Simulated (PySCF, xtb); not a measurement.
# Relative energy of two structures of BH3N2Si

Structure I is a singlet given by its coordinates and structure II is a singlet given by its coordinates. Both are isolated molecules in the gas phase, relaxed with PBE0-D3(BJ)/def2-SVP.

I (Å):

```yaml
atoms:
  - { symbol: B, position_ang: [-1.7813, -2.5240, 0.5763] }
  - { symbol: N, position_ang: [-1.3077, 1.0816, 1.5641] }
  - { symbol: N, position_ang: [-2.0379, -1.3858, 1.0483] }
  - { symbol: Si, position_ang: [-2.6786, 0.0664, 1.7712] }
  - { symbol: H, position_ang: [-1.3061, 2.0465, 1.8773] }
  - { symbol: H, position_ang: [-0.4298, 0.8070, 1.1315] }
  - { symbol: H, position_ang: [-1.5377, -3.5938, 0.1318] }
```

Close contacts (Å): B1–N3 1.26, N2–Si4 1.72, N3–Si4 1.74, B1–H7 1.18, N2–H5 1.01, N2–H6 1.02.

II (Å):

```tsv
atom	x (Å)	y (Å)	z (Å)
B	-1.8569	-0.9048	1.0058
N	-1.6676	-0.9660	2.4216
N	-1.3022	0.1266	0.2381
Si	-1.4966	-1.0893	3.9793
H	-1.4238	0.1888	-0.7626
H	-0.7474	0.8699	0.6426
H	-2.5097	-1.7552	0.4339
```

Close contacts (Å): B1–N2 1.43, B1–N3 1.40, N2–Si4 1.57, B1–H7 1.22, N3–H5 1.01, N3–H6 1.01.

Problem. Estimate E(II) − E(I) at the level CCSD(T)/def2-SVP + ΔMP2/def2-TZVPP.

Solution. Calculated at CCSD(T)/def2-SVP + ΔMP2/def2-TZVPP: E(II) − E(I) = −0.603 eV, so structure II lies lower.

Level by level:

```json
{"level": "GFN2-xTB", "geometry": "GFN2-xTB", "E(II) − E(I) (eV)": "−0.417", "departure from the last row (eV)": "+0.186", "job, with rough time for the two": "optimisation, 0.18 s"}
{"level": "HF/STO-3G", "geometry": "GFN2-xTB", "E(II) − E(I) (eV)": "−0.224", "departure from the last row (eV)": "+0.379", "job, with rough time for the two": "single point, 1.2 s"}
{"level": "r2SCAN-D4/def2-SVP", "geometry": "GFN2-xTB", "E(II) − E(I) (eV)": "−0.713", "departure from the last row (eV)": "−0.110", "job, with rough time for the two": "single point, 11 s"}
{"level": "PBE0-D3(BJ)/def2-SVP", "geometry": "PBE0-D3(BJ)/def2-SVP", "E(II) − E(I) (eV)": "−0.720", "departure from the last row (eV)": "−0.118", "job, with rough time for the two": "optimisation, 47 s"}
{"level": "HF/def2-SVP", "geometry": "PBE0-D3(BJ)/def2-SVP", "E(II) − E(I) (eV)": "−0.575", "departure from the last row (eV)": "+0.028", "job, with rough time for the two": "part of the CCSD(T) run"}
{"level": "MP2/def2-SVP", "geometry": "PBE0-D3(BJ)/def2-SVP", "E(II) − E(I) (eV)": "−0.818", "departure from the last row (eV)": "−0.215", "job, with rough time for the two": "part of the CCSD(T) run"}
{"level": "CCSD(T)/def2-SVP", "geometry": "PBE0-D3(BJ)/def2-SVP", "E(II) − E(I) (eV)": "−0.796", "departure from the last row (eV)": "−0.193", "job, with rough time for the two": "single point"}
{"level": "CCSD(T)/def2-SVP + ΔMP2/def2-TZVPP", "geometry": "PBE0-D3(BJ)/def2-SVP", "E(II) − E(I) (eV)": "−0.603", "departure from the last row (eV)": "", "job, with rough time for the two": "single point, 28 s"}
```

None of the levels shown reverses the order. The largest departure from CCSD(T)/def2-SVP + ΔMP2/def2-TZVPP is that of HF/STO-3G, 0.379 eV. The last row adds to CCSD(T) the change of the MP2 difference between the two basis sets, here +0.193 eV, a large step that makes the value less sure.

With thermal terms from frequencies at re-optimised GFN2-xTB minima (ideal gas, soft modes damped towards free rotors, one conformer each, 298.15 K, 1 atm): on the last row, ΔE + ΔZPE = −0.547, ΔH = −0.561, ΔG = −0.548 eV.

The T1 diagnostic of structure II is large, so the coupled-cluster value is less sure. The correlated steps freeze 8 core orbitals. Codes used: PySCF 2.14.0, xtb 6.7.1; the last row on 2 threads of Arm Neoverse V2 on a shared host.
